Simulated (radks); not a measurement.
Valence configurations of neutral zinc (all share [Ar]). All-electron calculation, scalar-relativistic Kohn-Sham, PBE, spin-unpolarised, spherical densities, finite nucleus; Fermi nuclear charge, rms radius 3.9283 fm. Program: a radial shooting solver on a logarithmic mesh with Libxc functionals. Energies are relative to 3d10 4s2; eigenvalues in eV.

[
 {"valence": "3d10 4s2", "E (eV)": "0.000", "e(3d)": "-10.141", "e(4p)": "-", "e(4s)": "-5.979"},
 {"valence": "3d10 4s1.5 4p0.5", "E (eV)": "2.487", "e(3d)": "-11.314", "e(4p)": "-1.659", "e(4s)": "-6.752"},
 {"valence": "3d9.5 4s2 4p0.5", "E (eV)": "5.298", "e(3d)": "-14.120", "e(4p)": "-1.906", "e(4s)": "-7.392"},
 {"valence": "3d10 4s1 4p1", "E (eV)": "5.086", "e(3d)": "-12.344", "e(4p)": "-2.101", "e(4s)": "-7.402"},
 {"valence": "3d10 4p2", "E (eV)": "10.558", "e(3d)": "-14.167", "e(4p)": "-2.862", "e(4s)": "-"},
 {"valence": "3d9 4s2 4p1", "E (eV)": "12.244", "e(3d)": "-18.197", "e(4p)": "-2.595", "e(4s)": "-8.657"},
 {"valence": "3d8 4s1 4p3", "E (eV)": "38.653", "e(3d)": "-28.374", "e(4p)": "-4.511", "e(4s)": "-11.834"},
 {"valence": "3d7.5 4s1.5 4p3", "E (eV)": "47.681", "e(3d)": "-32.083", "e(4p)": "-4.798", "e(4s)": "-12.475"},
 {"valence": "3d8 4s2 4p2", "E (eV)": "31.442", "e(3d)": "-26.792", "e(4p)": "-3.876", "e(4s)": "-10.973"},
 {"valence": "3d9.5 4s1.5 4p1", "E (eV)": "8.090", "e(3d)": "-15.133", "e(4p)": "-2.337", "e(4s)": "-8.017"}
]

NIST lists [Ar] 3d10 4s2 as the ground configuration; this level of theory agrees among the configurations tried. The energies are those of spherical spin-averaged densities, not of single terms.
